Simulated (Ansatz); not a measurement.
C3H15GeNSi2 (`C[SiH2][N]([GeH3])[SiH](C)C`) from Hartree–Fock to CCSD(T)

Z-matrix (Å, degrees):
```
C
Si 1 1.866
H 1 1.093 2 111.0
H 1 1.093 2 110.7 3 -120.1
H 1 1.093 2 110.8 3 119.8
N 2 1.731 1 112.8 3 60.6
H 2 1.492 1 108.7 3 -61.6
H 2 1.491 1 109.7 3 -179.7
Si 6 1.739 2 120.2 1 107.5
Ge 6 1.846 2 118.8 1 -75.2
C 9 1.870 6 110.1 2 -156.5
C 9 1.868 6 111.5 2 81.1
H 9 1.493 6 107.8 2 -37.9
H 10 1.538 6 106.9 2 -5.4
H 10 1.540 6 110.0 2 -125.1
H 10 1.539 6 110.6 2 114.2
H 11 1.094 9 112.1 6 -63.7
H 11 1.094 9 109.6 6 177.3
H 11 1.092 9 111.6 6 57.8
H 12 1.094 9 111.1 6 -178.2
H 12 1.093 9 110.8 6 -58.2
H 12 1.094 9 110.8 6 61.6
```

Charge 0, multiplicity 1. Correlated methods include outer-core shells of Ge, which these sets cover unevenly. Scalar relativity is left out up to krypton. All single points use the PBE0-D4/def2-TZVP geometry. It is one conformer, not always the lowest. Frozen core, restricted reference, Ansatz.

```tsv
basis	HF (Eh)	MP2 corr.
def2-SVP	-2829.53462	-1.04233
def2-TZVPP	-2830.20857	-1.26421
def2-QZVPP	-2830.27787	-1.59425
```

Task: Estimate the CCSD correlation energy and the (T) correction in each basis where they were run (hartree).

Result: 
```
     basis  CCSD corr.       (T)
  def2-SVP    -1.13366  -0.03290
def2-TZVPP    -1.34712  -0.05168
```
